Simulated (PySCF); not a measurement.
AlH, neutral, multiplicity 1.

```xyz
2

Al     0.0000     0.0000    -0.1187
H      0.0000     0.0000     1.5431
```

Coordinates come from a B3LYP-D3(BJ)/def2-TZVPD optimisation.

Level of theory: HF/pcSseg-2 run with PySCF. Non-relativistic, no solvent.

Computed absolute GIAO shielding of each atom: isotropic value and principal components (ppm):
```tsv
atom	σ(iso)	σ11	σ22	σ33	span
Al1	138.6	-185.8	-185.8	787.3	973.1
H2	23.4	18.3	18.3	33.7	15.5
```
